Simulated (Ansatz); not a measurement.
Breaking the Ga1–H2 bond in GaH3O2 (SMILES [OH][GaH][OH]) (multiplicity 1 held, fragments rigid). Energies count from the point at 1.547 Å.
Geometry at that point (charge 0, multiplicity 1):
| atom | x (Å) | y (Å) | z (Å) |
|---|---|---|---|
| Ga | -0.2440 | -0.1775 | -0.1512 |
| H | -1.3542 | -1.0163 | -0.8271 |
| O | 0.0204 | 1.5378 | -0.5766 |
| H | 0.7423 | 1.9403 | -0.0819 |
| O | 0.9023 | -0.7560 | 1.1056 |
| H | 0.7953 | -1.6758 | 1.3651 |

R- and RO- levels are restricted; in cc, def2 and unpolarised 6-31G sets they are followed outwards from rest. Unrestricted levels (U-) break spin symmetry where that is lower. Active spaces are followed from a long bond inwards. Levels need not reach the same state.

Cores are frozen in the correlated methods. Filled d and f shells under p-block atoms count as core.

Programs: Ansatz (a first-principles code). 

Energies in eV.

```tsv
R (Å)	U-HF/cc-pVTZ	R-PBE/cc-pVTZ	R-B3LYP/cc-pVTZ	U-MP2/cc-pVTZ	R-CCSD/cc-pVTZ	FIC-MRCISD+Q on CASSCF(2,2)/cc-pVTZ
1.238	1.27	1.17	1.15	1.29	1.30	1.30
1.392	0.26	0.24	0.22	0.27	0.28	0.28
1.547	0.00	0.00	0.00	0.00	0.00	0.00
1.702	0.15	0.13	0.15	0.13	0.12	0.12
1.856	0.52	0.44	0.49	0.47	0.44	0.44
2.088	1.24	1.05	1.14	1.15	1.08	1.07
2.320	1.96	1.67	1.80	2.10	1.74	1.71
2.707	2.52	2.59	2.80	3.01	2.69	2.60
3.094	2.72	3.29	3.57	3.32	3.34	3.17
3.558	2.80	3.88	4.23	3.43	3.77	3.49
4.177	2.82	4.35	4.77	3.47	4.00	3.62
4.950	2.82	4.62	5.13	3.48	4.08	3.65
```

Doubts at one or more of the structures used: a spin-contaminated determinant (U-HF/cc-pVTZ, U-MP2/cc-pVTZ); a restricted determinant that unrestricted orbitals would lower (R-PBE/cc-pVTZ, R-B3LYP/cc-pVTZ, R-CCSD/cc-pVTZ); other coupled-cluster roots lie near (R-CCSD/cc-pVTZ); T1 above 0.05 (R-CCSD/cc-pVTZ).
